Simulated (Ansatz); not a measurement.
Start from `O[SiH]1BC1` and change one atom or group to get `I[SiH]1BC1`.

Ansatz, PBE0-D4/def2-TZVP geometries, multiplicity 1. Each molecule was computed in one conformer, which needn't be the lowest.

Elements past krypton have def2 core potentials.

```
                                        property  `O[SiH]1BC1`
             LUMO energy (B3LYP/def2-TZVPP) / eV         -1.46
           HOMO–LUMO gap (B3LYP/def2-TZVPP) / eV          5.16
size of the dipole moment (B3LYP/def2-TZVPP) / D          2.45
               HOMO energy (PBE/def2-TZVPP) / eV         -5.78
              HOMO energy (PBE0/def2-TZVPP) / eV         -6.83
               LUMO energy (PBE/def2-TZVPP) / eV         -2.19
```

(1) What does the change do to each property? (Estimate.)

Results:

(1) The calculation gave: 
```
                                        property  `I[SiH]1BC1`  shift
             LUMO energy (B3LYP/def2-TZVPP) / eV         -1.80  -0.34
           HOMO–LUMO gap (B3LYP/def2-TZVPP) / eV          5.01  -0.15
size of the dipole moment (B3LYP/def2-TZVPP) / D          1.19  -1.26
               HOMO energy (PBE/def2-TZVPP) / eV         -6.00  -0.22
              HOMO energy (PBE0/def2-TZVPP) / eV         -7.02  -0.19
               LUMO energy (PBE/def2-TZVPP) / eV         -2.52  -0.33
```

With PBE0 the HOMO falls by 0.19 eV and the LUMO falls by 0.35 eV, so the gap narrows by about 0.16 eV. PBE moves the HOMO by -0.22 eV and ωB97M-V by -0.12 eV. The zero-point energy changes by -34.7 kJ/mol with -3 modes. Dipoles are sizes alone; their direction can turn.

B3LYP here is the variant with VWN-RPA as its local correlation; programs differ in this.

Spin–orbit coupling is left out; it splits and shifts lone-pair levels of the heavy atoms by tenths of an eV.
